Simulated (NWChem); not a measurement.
C₂H₂BrF; SMILES C=C(F)Br

```xyz
6

C     -1.2074     1.6305     0.0000
C     -0.0761     0.9372     0.0000
F      1.1145     1.5035     0.0000
Br     0.0286    -0.9367     0.0000
H     -2.1719     1.1265     0.0000
H     -1.1599     2.7212     0.0000
```
Atoms are numbered in this order, from 1.

All runs: NWChem. All runs use the structure optimised with PBE0/def2-SVP.

Q: What does the run give for PBE/3-21G? Quantities: highest occupied level (eV); orbital gap (eV); dipole (D).

A: 
```yaml
highest occupied level (eV): -5.91
orbital gap (eV): 5.44
dipole (D): 0.98
```
